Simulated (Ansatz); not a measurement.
Pb₂O₂. Total charge 0; singlet. Geometry PBE0-D4/def2-SVP.

```xyz
4

Pb   -0.7303    0.5964    1.3012
Pb    0.7302   -0.5964   -1.3013
O     0.2015    1.2879   -0.4772
O    -0.2013   -1.2879    0.4772
```

In the def2 sets Pb takes a core potential; there is no spin–orbit coupling. LC-ωPBE has ω = 0.4 bohr⁻¹. The structure comes from a short search, and lower isomers may exist.

Q: Estimate the orbital energies around the gap (eV) in Ansatz with PBE-D4/def2-TZVPD, r2SCAN-D4/def2-TZVPD, PBE0-D4/def2-TZVP, PBE0-D4/def2-TZVPD, LC-ωPBE/def2-TZVP.

A: 
| orbital | PBE-D4/def2-TZVPD | r2SCAN-D4/def2-TZVPD | PBE0-D4/def2-TZVP | PBE0-D4/def2-TZVPD | LC-ωPBE/def2-TZVP |
| --- | --- | --- | --- | --- | --- |
| HOMO−9 | -20.22 | -21.08 | -22.60 | -22.66 | -25.33 |
| HOMO−8 | -18.83 | -19.73 | -21.22 | -21.28 | -23.81 |
| HOMO−7 | -12.23 | -12.52 | -13.57 | -13.62 | -16.66 |
| HOMO−6 | -11.06 | -11.37 | -12.34 | -12.40 | -15.14 |
| HOMO−5 | -7.36 | -7.58 | -8.57 | -8.64 | -11.19 |
| HOMO−4 | -6.83 | -7.06 | -8.08 | -8.14 | -10.85 |
| HOMO−3 | -6.78 | -7.04 | -7.99 | -8.06 | -10.61 |
| HOMO−2 | -5.73 | -5.96 | -6.95 | -7.03 | -9.63 |
| HOMO−1 | -5.62 | -5.82 | -6.69 | -6.78 | -9.28 |
| HOMO | -5.42 | -5.65 | -6.57 | -6.63 | -8.89 |
| LUMO | -2.84 | -2.65 | -2.09 | -2.12 | -0.16 |
| LUMO+1 | -2.29 | -2.09 | -1.51 | -1.58 | 0.48 |
| LUMO+2 | -1.68 | -1.33 | -0.89 | -0.98 | 1.01 |
| LUMO+3 | -0.45 | 0.00 | 0.38 | 0.20 | 2.14 |
| LUMO+4 | -0.21 | 0.35 | 0.68 | 0.26 | 2.16 |
| LUMO+5 | -0.16 | 0.60 | 0.70 | 0.51 | 2.50 |
